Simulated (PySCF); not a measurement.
ethenyl(ethynyl)silane (C₄H₆Si), SMILES C#C[SiH2]C=C. Geometry: PBE-D3(BJ)/def2-SVP. The values are those of a single conformer.

Computed equilibrium geometry at PBE-D3(BJ)/def2-SVP (PySCF confirms it by a frequency run) as Cartesian coordinates in Å (one conformer of several):
```xyz
11

C      2.4858     0.4804     1.1887
C      1.5713     0.2606     0.3976
Si     0.1820    -0.0787    -0.7637
C     -1.3562    -0.5967     0.1778
C     -2.5300     0.0600     0.0907
H      3.2929     0.6758     1.8829
H     -0.1242     1.1629    -1.5550
H      0.6294    -1.1677    -1.7020
H     -1.2945    -1.4867     0.8317
H     -2.6495     0.9577    -0.5411
H     -3.4268    -0.2658     0.6461
```
